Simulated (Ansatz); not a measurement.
Match the barriers

Saddle point of GeSi4H14O, singlet (Si₄H₁₀O ([OH][Si]([SiH3])([SiH3])[SiH3]) + GeH₄ → GeSi₄H₁₂O ([SiH3][Si]([SiH3])([SiH3])[O][GeH3]) + H₂; bonds formed: Ge1–O4, H2–H3; bonds broken: Ge1–H2, H3–O4), PBE0-D4/def2-TZVP structure:

```
atom    x (Å)    y (Å)    z (Å)
 Ge1  -0.2812   1.0018   2.7339
  H2   1.5034   0.4564   2.8662
  H3   1.3539   0.2100   1.8120
  O4   0.5311   0.2857   1.0217
 Si5   0.1270  -0.2006  -0.5426
 Si6   1.8467   0.4292  -2.0039
 Si7  -1.8546   0.8660  -1.1994
 Si8  -0.1841  -2.5233  -0.6190
  H9  -0.6416  -0.0033   3.8397
 H10  -1.5789   1.2092   1.8964
 H11   0.1373   2.3975   3.2251
 H12   1.5013  -0.0354  -3.3753
 H13   3.1362  -0.1928  -1.5964
 H14   2.0123   1.9080  -2.0207
 H15  -3.0373   0.3370  -0.4702
 H16  -1.7573   2.3341  -0.9793
 H17  -2.0417   0.6102  -2.6552
 H18  -0.5504  -2.9175  -2.0073
 H19   1.0587  -3.2430  -0.2281
 H20  -1.2807  -2.9293   0.3022
```

Computed with Ansatz 0.2.0 (basis: def2-TZVPP, with def2-QZVPP for the basis limit); correlated methods freeze the cores. Filled d shells of the heavier atoms are correlated. The def2 sets are not built for correlating such inner shells, so the correlated values are less sure here. B3LYP uses VWN-RPA correlation. Extrapolation: Hartree–Fock as exp(−7.88 √X), correlation as X^−2.97. Four methods, as single points on the PBE0-D4 structures, gave these electronic barriers from the start structure: 39.40, 45.09, 49.67, 60.50 kcal/mol.

Problem. The methods were, in alphabetical order, B3LYP-D4, BHLYP-D4, HF, PBE-D4. Which gave which? (A judgement: the text doesn't fix the answer.)

Solution. The calculation gives: PBE-D4 39.40; B3LYP-D4 45.09; BHLYP-D4 49.67; HF 60.50 kcal/mol. For comparison, CCSD(T) at an estimated basis limit (MP2 extrapolated from triple and quadruple zeta, plus CCSD(T) − MP2 in triple zeta) gives 48.18 kcal/mol.

T1 diagnostic: at most 0.015.

Labels in which every atom is bracketed show which atoms are joined, not bond orders.

For scale, one of the runs: CCSD(T)/def2-TZVPP, 443 basis functions, launched by `ansatz run in.yaml --threads 4 --pin off --events-out ev --progress --plain --max-ram 41984MiB --backend cuda --devices 0, --max-vram 37GiB`. Time: 43 s of wall clock on 4 CPU threads of an AMD EPYC 7R13 and a share of one NVIDIA H100; the host was shared. Peak host memory: 1.9 GiB.
